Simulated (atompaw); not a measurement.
An all-electron radial function and its pseudo partner (Ce)

Columns: radius, all-electron u(r) and pseudo u(r) of the 6s shell (level -13.76 eV) of cerium in the configuration [Kr] 4d10 4f1 5s2 5p6 5d1 6s0 6p0; PBE, scalar-relativistic, PAW (atompaw) scheme, atompaw 4.2.0.5.

```json
{"r (bohr)": "0.115", "all-electron": "0.0125", "pseudo": "-0.0477"}
{"r (bohr)": "0.231", "all-electron": "-0.1293", "pseudo": "-0.0938"}
{"r (bohr)": "0.346", "all-electron": "0.0610", "pseudo": "-0.1355"}
{"r (bohr)": "0.462", "all-electron": "0.1972", "pseudo": "-0.1719"}
{"r (bohr)": "0.577", "all-electron": "0.1724", "pseudo": "-0.2007"}
{"r (bohr)": "0.692", "all-electron": "0.0500", "pseudo": "-0.2209"}
{"r (bohr)": "0.808", "all-electron": "-0.0959", "pseudo": "-0.2315"}
{"r (bohr)": "0.923", "all-electron": "-0.2162", "pseudo": "-0.2316"}
{"r (bohr)": "1.038", "all-electron": "-0.2933", "pseudo": "-0.2211"}
{"r (bohr)": "1.154", "all-electron": "-0.3249", "pseudo": "-0.1998"}
{"r (bohr)": "1.269", "all-electron": "-0.3161", "pseudo": "-0.1684"}
{"r (bohr)": "1.385", "all-electron": "-0.2753", "pseudo": "-0.1272"}
{"r (bohr)": "1.500", "all-electron": "-0.2119", "pseudo": "-0.0781"}
{"r (bohr)": "1.615", "all-electron": "-0.1340", "pseudo": "-0.0220"}
{"r (bohr)": "1.731", "all-electron": "-0.0475", "pseudo": "0.0398"}
{"r (bohr)": "1.846", "all-electron": "0.0407", "pseudo": "0.1047"}
{"r (bohr)": "1.962", "all-electron": "0.1281", "pseudo": "0.1717"}
{"r (bohr)": "2.077", "all-electron": "0.2102", "pseudo": "0.2379"}
{"r (bohr)": "2.192", "all-electron": "0.2858", "pseudo": "0.3019"}
{"r (bohr)": "2.308", "all-electron": "0.3544", "pseudo": "0.3627"}
{"r (bohr)": "2.423", "all-electron": "0.4141", "pseudo": "0.4179"}
{"r (bohr)": "2.538", "all-electron": "0.4655", "pseudo": "0.4669"}
{"r (bohr)": "2.654", "all-electron": "0.5089", "pseudo": "0.5092"}
{"r (bohr)": "2.769", "all-electron": "0.5439", "pseudo": "0.5440"}
{"r (bohr)": "2.885", "all-electron": "0.5717", "pseudo": "0.5717"}
{"r (bohr)": "3.000", "all-electron": "0.5923", "pseudo": "0.5923"}
```

**Question.** How many radial nodes do the two functions have?

**Answer.** The all-electron 6s function has n − l − 1 = 5 (the table is too coarse to show those close to the nucleus); the pseudo-wave has 1, since 1 lower shell of the same l stays in the valence.

**Question.** Is the pseudo-wave norm-conserving?

**Answer.** No, it belongs to a PAW set: the norm inside the radius is not constrained, and the difference is carried by the augmentation charge.
